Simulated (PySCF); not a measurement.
C4H5F4O (doublet state).
Z-matrix (Å and degrees, GFN2-xTB geometry), rows numbered from 1:
```
C 
O   1  1.4070
C   2  1.3551  1  116.25
C   3  1.4679  2  116.81  1  -176.30
F   4  1.4039  3  112.51  2   106.84
C   4  1.5389  3  111.53  2  -134.88
F   6  1.3350  4  112.46  3   -56.70
F   6  1.3335  4  112.73  3  -178.34
F   6  1.3416  4  110.17  3    62.36
H   1  1.0945  2  111.05  3    60.37
H   1  1.0883  2  106.35  3   179.70
H   1  1.0946  2  111.00  3   -61.12
H   3  1.0761  2  120.54  1    -8.38
H   4  1.0959  3  111.29  2   -12.46
```

The hyperfine couplings belong to this conformer and change with its torsions.

The species is `CO[CH][C@@H](F)C(F)(F)F` [radical].

Level of theory: PySCF, UKS B3LYP, pcH-1 on C F H O, non-relativistic, mean-field spin-orbit, GIAO. Isolated species at its GFN2-xTB geometry (one conformer only). Couplings are sensitive to structure, and on GFN2-xTB geometries they can be far from those on DFT ones. The SCF solution wasn't tested for stability.

(1) Give the principal g shifts and their parts.

(2) Average each term over the three axes. Which is largest in size?

(3) At 9.771 GHz, how far is the centre of the isotropic spectrum from where a free electron (g = 2.002319) resonates?

(4) In a frozen sample, at which fields do the three g values resonate at 9.5, 34, 94 and 263 GHz (hyperfine left aside), and which band first spreads them over more than twice a line width of 0.5 mT?

## Answers

(1) 
```json
{"Δg (ppm)": "relativistic mass correction", "1": "-221", "2": "-221", "3": "-221"}
{"Δg (ppm)": "gauge correction", "1": "13", "2": "81", "3": "50"}
{"Δg (ppm)": "orbital Zeeman/spin–orbit", "1": "-111", "2": "967", "3": "2171"}
{"Δg (ppm)": "total", "1": "-319", "2": "827", "3": "2000"}
```

So g = 2.00200, 2.00315, 2.00432 and g_iso = 2.00316; the tensor is rhombic: the two nearest values differ by 49 % of g3 − g1. Axes: g3 points within 2° of the C1–O2 bond.

(2) The orbital-Zeeman/spin–orbit term 1009, the mass correction -221 and the gauge correction 48 ppm, for a total of 836 ppm. The orbital-Zeeman/spin–orbit term is the largest in size. The mass correction is the same along every axis, so the anisotropy comes from the other two: their spans along these axes are 68 (gauge) and 2282 ppm (orbital Zeeman/spin–orbit).

(3) B = hν/(g μB) with μB/h = 13.99624 MHz/mT gives 348.65 mT for the free electron and 348.51 mT at g_iso, 0.15 mT lower.

(4) 
| band | GHz | B(g3) mT | B(g2) mT | B(g1) mT | spread mT |
| --- | --- | --- | --- | --- | --- |
| X | 9.5 | 338.65 | 338.84 | 339.04 | 0.39 |
| Q | 34.0 | 1211.99 | 1212.70 | 1213.40 | 1.40 |
| W | 94.0 | 3350.81 | 3352.77 | 3354.69 | 3.88 |
| J | 263.0 | 9375.13 | 9380.62 | 9385.99 | 10.86 |

The spread grows in proportion to the frequency. Q band is the first where it exceeds 1.0 mT.

Largest spin populations (Mulliken): C3 (+0.83) and O2 (+0.15). The angles at C3 add up to 358.8°, so it is planar; its axial dipolar tensor and the negative coupling of its proton fit spin in a p orbital normal to that plane.

The HOMO–LUMO gaps are 6.63 eV among the α and 7.25 eV among the β orbitals.
